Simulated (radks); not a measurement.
Ionisation of the tungsten ion W52+, [Ar] 3d4, to [Ar] 3d3 as the strength of local exchange is varied. All-electron calculation, scalar-relativistic Kohn-Sham, Slater X-alpha exchange (alpha = 2/3 is LDA exchange), no correlation, spin-unpolarised, spherical densities, finite nucleus; Fermi nuclear charge, rms radius 5.3658 fm. Program: a radial shooting solver on a logarithmic mesh with Libxc functionals.

[
 {"alpha": "0.559", "E(W52+) (hartree)": "-13638.8915", "exchange (hartree)": "-156.4736", "IE (eV)": "4851.1", "-e of the level emptied (eV)": "4784.5 (3d)", "<r> of it (bohr)": "0.1689"},
 {"alpha": "0.604", "E(W52+) (hartree)": "-13651.5865", "exchange (hartree)": "-169.1818", "IE (eV)": "4861.7", "-e of the level emptied (eV)": "4795.0 (3d)", "<r> of it (bohr)": "0.1688"},
 {"alpha": "0.667", "E(W52+) (hartree)": "-13669.3737", "exchange (hartree)": "-187.0012", "IE (eV)": "4876.4", "-e of the level emptied (eV)": "4809.9 (3d)", "<r> of it (bohr)": "0.1685"},
 {"alpha": "0.699", "E(W52+) (hartree)": "-13678.4149", "exchange (hartree)": "-196.0649", "IE (eV)": "4883.9", "-e of the level emptied (eV)": "4817.5 (3d)", "<r> of it (bohr)": "0.1684"},
 {"alpha": "0.707", "E(W52+) (hartree)": "-13680.6758", "exchange (hartree)": "-198.3321", "IE (eV)": "4885.8", "-e of the level emptied (eV)": "4819.3 (3d)", "<r> of it (bohr)": "0.1684"},
 {"alpha": "0.929", "E(W52+) (hartree)": "-13743.5243", "exchange (hartree)": "-261.4586", "IE (eV)": "4938.1", "-e of the level emptied (eV)": "4871.9 (3d)", "<r> of it (bohr)": "0.1675"},
 {"alpha": "0.955", "E(W52+) (hartree)": "-13750.8985", "exchange (hartree)": "-268.8784", "IE (eV)": "4944.3", "-e of the level emptied (eV)": "4878.1 (3d)", "<r> of it (bohr)": "0.1674"}
]

NIST Atomic Spectra Database: 4927 eV (semi-empirical). The Delta-SCF value meets it near alpha = 0.88. Spin polarisation and multiplet splitting are left out, so open shells lie too high by an amount that depends on their filling. Spin-orbit splitting is averaged out at the scalar-relativistic level.

Beside tabulated values, note that spin-unpolarised runs miss the spin-polarisation part of the exchange energy of open shells.
